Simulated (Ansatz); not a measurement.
**Nudged elastic band run: C$_{2}$H$_{4}$FSi, charge +1**

The input (input.yaml):

```yaml
crystal:
  periodic: [false, false, false]
  atoms:
    - { symbol: C, position_ang: [-0.654254, 1.654225, -0.893568] }
    - { symbol: Si, position_ang: [-0.414968, -0.066975, -0.560828] }
    - { symbol: C, position_ang: [0.630402, -0.699083, 0.814298] }
    - { symbol: F, position_ang: [-0.846236, -0.97801, -1.815543] }
    - { symbol: H, position_ang: [-1.23474, 2.59168, -0.805969] }
    - { symbol: H, position_ang: [0.869582, 0.11303, 1.53325] }
    - { symbol: H, position_ang: [1.572451, -1.107642, 0.385595] }
    - { symbol: H, position_ang: [0.077774, -1.507225, 1.342775] }
total_charge: 1
basis:
  gaussian: { orbitals: def2-SVP }
hamiltonian:
  xc: revpbe
neb:
  order_check: false
  images: 9
  f_tol: 0.05
  max_iterations: 60
  final_atoms:
    - { symbol: C, position_ang: [-0.92290237, 1.62134996, -0.70306837] }
    - { symbol: Si, position_ang: [-0.21427949, -0.00152581, -0.66743429] }
    - { symbol: C, position_ang: [0.60243527, -0.71938756, 0.81630804] }
    - { symbol: F, position_ang: [0.02501765, -0.57961395, -2.1498905] }
    - { symbol: H, position_ang: [-1.80049321, 2.29061357, -0.6238504] }
    - { symbol: H, position_ang: [1.69876685, -0.75817811, 0.63164914] }
    - { symbol: H, position_ang: [0.21352381, -1.7486345, 0.97834948] }
    - { symbol: H, position_ang: [0.39794249, -0.1046236, 1.7179469] }
  initial_path:
    images:
      - { positions_ang: [[-0.654254, 1.654225, -0.893568], [-0.414968, -0.066975, -0.560828], [0.630402, -0.699083, 0.814298], [-0.846236, -0.97801, -1.815543], [-1.23474, 2.59168, -0.805969], [0.869582, 0.11303, 1.53325], [1.572451, -1.107642, 0.385595], [0.077774, -1.507225, 1.342775]] }
      - { positions_ang: [[-0.62857904, 1.65061177, -1.00832207], [-0.39768478, -0.01699075, -0.52767958], [0.64268718, -0.71360232, 0.81809869], [-0.98642416, -0.91569593, -1.64428903], [-1.2000342, 2.58533712, -0.89327126], [0.75232313, -0.06186883, 1.59576665], [1.5998006, -0.95861727, 0.48410758], [0.21792226, -1.56917379, 1.17559902]] }
      - { positions_ang: [[-0.60290407, 1.64699853, -1.12307613], [-0.38040156, 0.03299351, -0.49453117], [0.65497236, -0.72812163, 0.82189938], [-1.12661231, -0.85338187, -1.47303506], [-1.16532841, 2.57899424, -0.98057352], [0.63506426, -0.23676766, 1.6582833], [1.62715021, -0.80959255, 0.58262016], [0.35807052, -1.63112257, 1.00842305]] }
      - { positions_ang: [[-0.57722911, 1.6433853, -1.2378302], [-0.36311834, 0.08297776, -0.46138275], [0.66725754, -0.74264095, 0.82570008], [-1.26680047, -0.7910678, -1.3017811], [-1.13062261, 2.57265136, -1.06787579], [0.51780539, -0.41166649, 1.72079995], [1.65449981, -0.66056782, 0.68113274], [0.49821878, -1.69307136, 0.84124707]] }
      - { positions_ang: [[-0.55155414, 1.63977207, -1.35258427], [-0.34583512, 0.13296202, -0.42823434], [0.67954272, -0.75716027, 0.82950077], [-1.40698862, -0.72875374, -1.13052713], [-1.09591681, 2.56630848, -1.15517805], [0.40054652, -0.58656533, 1.7833166], [1.68184942, -0.51154309, 0.77964531], [0.63836703, -1.75502015, 0.67407109]] }
      - { positions_ang: [[-0.52587918, 1.63615884, -1.46733833], [-0.3285519, 0.18294627, -0.39508592], [0.6918279, -0.77167958, 0.83330146], [-1.54717678, -0.66643967, -0.95927316], [-1.06121102, 2.5599656, -1.24248031], [0.28328766, -0.76146416, 1.84583325], [1.70919902, -0.36251837, 0.87815789], [0.77851529, -1.81696893, 0.50689511]] }
      - { positions_ang: [[-0.60528382, 1.63319706, -1.31448434], [-0.30569741, 0.14605185, -0.44955559], [0.67394938, -0.76122118, 0.82990278], [-1.23273789, -0.64907453, -1.19739663], [-1.20906745, 2.5060952, -1.11875433], [0.56638349, -0.76080695, 1.60299643], [1.41006398, -0.63974159, 0.89819621], [0.70240073, -1.47449987, 0.74910547]] }
      - { positions_ang: [[-0.68468846, 1.63023529, -1.16163035], [-0.28284293, 0.10915744, -0.50402527], [0.65607085, -0.75076277, 0.82650409], [-0.91829901, -0.63170938, -1.43552009], [-1.35692389, 2.45222479, -0.99502834], [0.84947933, -0.76014974, 1.36015961], [1.11092894, -0.91696482, 0.91823453], [0.62628617, -1.1320308, 0.99131583]] }
      - { positions_ang: [[-0.7640931, 1.62727351, -1.00877635], [-0.25998845, 0.07226302, -0.55849494], [0.63819232, -0.74030437, 0.82310541], [-0.60386012, -0.61434424, -1.67364356], [-1.50478033, 2.39835438, -0.87130236], [1.13257517, -0.75949253, 1.11732278], [0.81179389, -1.19418805, 0.93827284], [0.55017161, -0.78956173, 1.23352618]] }
      - { positions_ang: [[-0.84349773, 1.62431174, -0.85592236], [-0.23713397, 0.03536861, -0.61296462], [0.6203138, -0.72984597, 0.81970672], [-0.28942124, -0.5969791, -1.91176703], [-1.65263677, 2.34448397, -0.74757638], [1.41567101, -0.75883532, 0.87448596], [0.51265885, -1.47141127, 0.95831116], [0.47405705, -0.44709266, 1.47573654]] }
      - { positions_ang: [[-0.92290237, 1.62134996, -0.70306837], [-0.21427949, -0.00152581, -0.66743429], [0.60243527, -0.71938756, 0.81630804], [0.02501765, -0.57961395, -2.1498905], [-1.80049321, 2.29061357, -0.6238504], [1.69876685, -0.75817811, 0.63164914], [0.21352381, -1.7486345, 0.97834948], [0.39794249, -0.1046236, 1.7179469]] }
```

Run as:

```bash
$ ansatz run input.yaml --threads 1 --pin off --max-ram 2048MiB --backend cpu --events-out ev --progress --plain --runs-dir out
```

Output, in part (warnings, iteration lines, the closing report on the highest movable image, with atoms numbered from 0):

```
NEB end point (image 0): max|allowed force component| = 1.224e-2 eV/Å (the criterion of neb.relax_end_points is 1.000e-2)
NEB end point (image 10): max|allowed force component| = 6.795e-3 eV/Å (the criterion of neb.relax_end_points is 1.000e-2)
NEB iter   1: max|band force component| = 3.240e2 eV/Å  barrier→ = 96.6514 eV  barrier← = 96.6514 eV  Δτ_max = 0.2000 Å  (344 SCF iters)
NEB iter   2: max|band force component| = 1.756e2 eV/Å  barrier→ = 53.8564 eV  barrier← = 53.8564 eV  Δτ_max = 0.1909 Å  (302 SCF iters)
NEB iter   3: max|band force component| = 8.989e1 eV/Å  barrier→ = 25.7296 eV  barrier← = 25.7296 eV  Δτ_max = 0.1979 Å  (292 SCF iters)
NEB iter   4: max|band force component| = 4.296e1 eV/Å  barrier→ = 13.6861 eV  barrier← = 13.6862 eV  Δτ_max = 0.1993 Å  (293 SCF iters)
NEB iter   5: max|band force component| = 1.668e1 eV/Å  barrier→ = 6.4809 eV  barrier← = 6.4810 eV  Δτ_max = 0.1983 Å  (303 SCF iters)
NEB iter   6: max|band force component| = 7.288e0 eV/Å  barrier→ = 3.1427 eV  barrier← = 3.1428 eV  Δτ_max = 0.1983 Å  (301 SCF iters)
NEB iter   7: max|band force component| = 2.929e0 eV/Å  barrier→ = 1.6605 eV  barrier← = 1.6605 eV  Δτ_max = 0.2000 Å  (295 SCF iters)
NEB iter   8: max|band force component| = 2.219e0 eV/Å  barrier→ = 0.6183 eV  barrier← = 0.6184 eV  Δτ_max = 0.2000 Å  (295 SCF iters)
NEB iter   9: max|band force component| = 3.704e0 eV/Å  barrier→ = 0.8338 eV  barrier← = 0.8339 eV  Δτ_max = 0.1017 Å  (290 SCF iters)
NEB iter  10: max|band force component| = 1.621e0 eV/Å  barrier→ = 0.1983 eV  barrier← = 0.1983 eV  Δτ_max = 0.1974 Å  (273 SCF iters)
NEB iter  11: max|band force component| = 9.023e-1 eV/Å  barrier→ = 0.1335 eV  barrier← = 0.1336 eV  Δτ_max = 0.1955 Å  (294 SCF iters)
NEB iter  12: max|band force component| = 6.858e-1 eV/Å  barrier→ = 0.1212 eV  barrier← = 0.1212 eV  Δτ_max = 0.1954 Å  (294 SCF iters)
NEB iter  13: max|band force component| = 6.541e-1 eV/Å  barrier→ = 0.0482 eV  barrier← = 0.0483 eV  Δτ_max = 0.0991 Å  (275 SCF iters)
NEB iter  14: max|band force component| = 2.725e-1 eV/Å  barrier→ = 0.0296 eV  barrier← = 0.0297 eV  CI = image 7  Δτ_max = 0.1934 Å  (259 SCF iters)
NEB iter  15: max|band force component| = 3.334e-1 eV/Å  barrier→ = 0.0289 eV  barrier← = 0.0290 eV  CI = image 5  Δτ_max = 0.0793 Å  (273 SCF iters)
NEB iter  16: max|band force component| = 9.042e-2 eV/Å  barrier→ = 0.0283 eV  barrier← = 0.0283 eV  CI = image 5  Δτ_max = 0.0688 Å  (259 SCF iters)
NEB iter  17: max|band force component| = 1.837e-1 eV/Å  barrier→ = 0.0282 eV  barrier← = 0.0282 eV  CI = image 5  Δτ_max = 0.0192 Å  (244 SCF iters)
NEB iter  18: max|band force component| = 2.714e-2 eV/Å  barrier→ = 0.0282 eV  barrier← = 0.0282 eV  CI = image 5  Δτ_max = 0.0000 Å  (526 SCF iters)
Total energy: -12713.46663065 eV, -467.2112811792 hartree
Atom 0 at    -0.875737     1.646415    -0.765701 Å, force    -0.000108    -0.007093     0.001935 eV/Å
Atom 1 at    -0.219166    -0.000478    -0.645529 Å, force    -0.000183    -0.001018     0.002339 eV/Å
Atom 2 at     0.584780    -0.720917     0.849565 Å, force     0.004789     0.004547    -0.004291 eV/Å
Atom 3 at     0.007669    -0.614688    -2.117197 Å, force    -0.001438     0.002541    -0.000108 eV/Å
Atom 4 at    -1.760971     2.310903    -0.740887 Å, force     0.000999     0.002380    -0.002018 eV/Å
Atom 5 at     1.321833    -0.002867     1.268535 Å, force    -0.000801    -0.001902     0.001297 eV/Å
Atom 6 at     1.111964    -1.646757     0.527758 Å, force    -0.000552     0.000614     0.000363 eV/Å
Atom 7 at    -0.170362    -0.971610     1.623467 Å, force    -0.002706    -0.000068     0.000485 eV/Å
Dipole moment:    -0.284651     0.283897     0.586819 e Å
```

The forces met the threshold. A vibrational analysis at the climbing image gives one clearly imaginary mode, 103i cm⁻¹: a first-order saddle point. Limits of this set-up: the dipole of an ion depends on the origin.

Final band (atoms are numbered from 1 in the order of the input):

```csv
image,path coordinate (Å),energy (eV),dihedral F4–Si2–C3–H6 (°)
0,0.00,0.000,176
1,0.32,0.002,164
2,0.64,0.009,151
3,0.96,0.018,139
4,1.28,0.025,126
5,1.60,0.028,113
6,1.92,0.026,101
7,2.24,0.019,88
8,2.56,0.010,76
9,2.88,0.002,65
10,3.20,0.000,53
```

Time of the run: 2.9 min on 1 CPU thread of a shared host.
